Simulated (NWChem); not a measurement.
System: C2H6BN; SMILES NBC=C

NWChem input:

```
start job
memory heap 200 mb stack 900 mb global 1100 mb
geometry units angstroms noautosym nocenter noautoz
  B     -0.649949    -0.726435     0.112372
  H     -1.677358    -1.249659     0.490453
  C     -0.578759     0.817310    -0.140793
  C      0.504164     1.572379     0.092248
  H     -1.486801     1.335911    -0.476669
  H      0.512285     2.657880    -0.057025
  H      1.437842     1.137902     0.470492
  N      0.461838    -1.544818    -0.077648
  H      0.455131    -2.538063     0.110262
  H      1.345334    -1.200747    -0.433606
end
basis spherical
  * library def2-svpd
end
dft
  xc xcamb88 1.00 lyp 0.81 vwn_5 0.19 hfexch 1.00
  cam 0.33 cam_alpha 0.19 cam_beta 0.46
  iterations 150
end
property
  response 1 0.0
end
task dft property
```

Structure relaxed at the PBE0/def2-SVP level.

Static field.

Q: What results follow from this input? (CAM-B3LYP/def2-SVPD.) Quantities: isotropic polarisability (bohr³); anisotropy (bohr³).

A: 
```yaml
isotropic polarisability (bohr³): 49.2
anisotropy (bohr³): 21.2
```
